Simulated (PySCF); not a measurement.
**Highest orbital energy against ionisation energy along the noble gases**

Calculated with PySCF 2.14, no spin-orbit coupling. Each cell gives −ε(HOMO) / ΔSCF in eV; NIST values include spin-orbit coupling, (s) semi-empirical, (t) theoretical.

```
                             species              UHF              LDA              PBE             PBE0           r2SCAN  NIST (lowest levels)
 He+ (aug-cc-pVQZ-DK, spin-free X2C)  54.421 / 54.421  41.101 / 52.835  42.040 / 54.252  45.175 / 54.332  43.214 / 54.425            54.418 (t)
 Ne+ (aug-cc-pVQZ-DK, spin-free X2C)  42.083 / 39.249  31.232 / 41.425  31.233 / 41.126  34.212 / 40.988  32.019 / 41.116                40.963
 Ar+ (aug-cc-pVQZ-DK, spin-free X2C)  27.616 / 26.358  21.585 / 27.819  21.534 / 27.583  23.328 / 27.596  21.980 / 27.656                27.630
 Kr+ (aug-cc-pVQZ-DK, spin-free X2C)  24.214 / 23.229  19.176 / 24.622  19.036 / 24.304  20.602 / 24.343  19.463 / 24.422                24.360
Xe+ (aug-cc-pVQZ-DK3, spin-free X2C)  20.874 / 20.072  16.761 / 21.391  16.591 / 21.063  17.926 / 21.112  16.932 / 21.112            20.975 (s)
```

Question: How far is −ε(HOMO) from ΔSCF on average for each method, and why?

Answer: UHF 1.18 eV; LDA -7.65 eV; PBE -7.58 eV; PBE0 -5.43 eV; r2SCAN -7.02 eV. Hartree-Fock orbital energies lack relaxation and so exceed the ΔSCF value; semilocal functionals have convex E(N) from self-interaction, so their HOMO lies far too high; exact exchange moves hybrids part of the way back.
